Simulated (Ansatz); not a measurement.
Reaction (redistribution): `C=N[Si](N)(O)F` + `ClC1O[SiH2]1` → `C=N[SiH](N)O` + `FC1(Cl)O[SiH2]1`

Calculated with Ansatz (gas phase, PBE0-D4/def2-TZVP geometries, no zero-point term in ΔE). CCSD(T)/CBS is the MP2 limit (def2-TZVPP, def2-QZVPP) plus CCSD(T) − MP2 in def2-TZVPP, frozen cores. DFT in def2-TZVPP. One conformer a species, not always the lowest.

Problem. Is it downhill or uphill in electronic energy at CCSD(T)/CBS, and by how much? (Estimate.)

Solution. The calculation gave: Uphill: ΔE = +229.8 kJ/mol.

Problem. What do these levels give: ωB97X-V, B2PLYP, PBE, HF/def2-TZVPP, SCS-MP2/def2-TZVPP, HF/CBS(def2)? (Estimate.)

Solution. The calculation gave: ωB97X-V 215.8, B2PLYP 225.1, PBE 204.6, HF/def2-TZVPP 234.3, SCS-MP2/def2-TZVPP 230.4, HF/CBS(def2) 236.6 kJ/mol.

Largest T1 diagnostic among the species: 0.014.

From PBE to PBE0 (25 % exact exchange), in def2-TZVPP and without D4, ΔE moves by +9.9 kJ/mol.
